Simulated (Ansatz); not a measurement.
Species: propane-1,1-diselenol, C₃H₈Se₂ (charge 0, singlet). 
Structure (B3LYP-D3(BJ)/def2-TZVP (Ansatz, an electronic-structure program) minimum search):
```
C
H 1 1.0924
H 1 1.0929 2 106.52
C 1 1.5239 2 107.38 3 116.74
H 4 1.0888 1 110.49 2 64.11
C 1 1.5281 2 109.63 3 -119.17
H 6 1.0910 1 110.27 2 55.11
H 6 1.0910 7 107.66 1 -122.45
H 6 1.0921 7 107.96 8 -116.02
Se 4 1.9733 5 103.29 1 120.80
H 10 1.4719 4 94.58 5 174.60
Se 4 1.9891 5 107.16 1 -119.39
H 12 1.4693 4 94.51 5 -72.79
```

Computed values are from Ansatz. Valence correlation only, unless marked. UHF or UKS for open shells. No spin-orbit coupling. The frozen core is the preceding noble-gas configuration, with the filled d and f shells of earlier blocks. Non-relativistic. CBS marks a two-point X^-3 extrapolation of the correlation energy; Hartree-Fock from the larger set.

Question: What is the atomisation energy De at CCSD(T)/CBS(cc-pVTZ,cc-pVQZ)?

Answer: 1083.1 kcal/mol.

Question: What is the total energy at CCSD(T)/CBS(cc-pVTZ,cc-pVQZ)?

Answer: -4919.1222 Eh.

Question: What is the T1 diagnostic at CCSD/cc-pVQZ?

Answer: 0.011.

Question: What is the dipole moment at CCSD(T)/aug-cc-pVDZ?

Answer: 1.02 D.
